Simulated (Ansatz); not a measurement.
Caution, from a PySCF single point (PBE0-D3(BJ)/def2-TZVPD) at this geometry: the highest occupied level lies above zero, so the state may not be bound. This singlet lies 1.12 eV below the relaxed triplet at the level frozen-core CCSD(T)/aug-cc-pVDZ // PBE0-D3(BJ)/def2-TZVPD (Ansatz, a quantum-chemistry and plane-wave program).

Species: H$_{3}$BNS, SMILES `N[B-]S` (lower singlet; N–B–S–H torsion 0°) (charge -1, multiplicity 1).

Task: Give a relaxed geometry from PBE0-D3(BJ)/def2-TZVPD in Ansatz.

Result: Several could match; the one computed here: the end point of this relaxation, one of several conformers (outside a Z-matrix the atoms follow the SMILES, hydrogens last).
Z-matrix (Å, degrees):
```
N
H 1 1.0021
H 1 1.0238 2 113.70
B 1 1.4156 2 122.60 3 180.00
S 4 1.8324 1 113.55 2 -180.00
H 5 1.3950 4 104.65 1 0.00
```
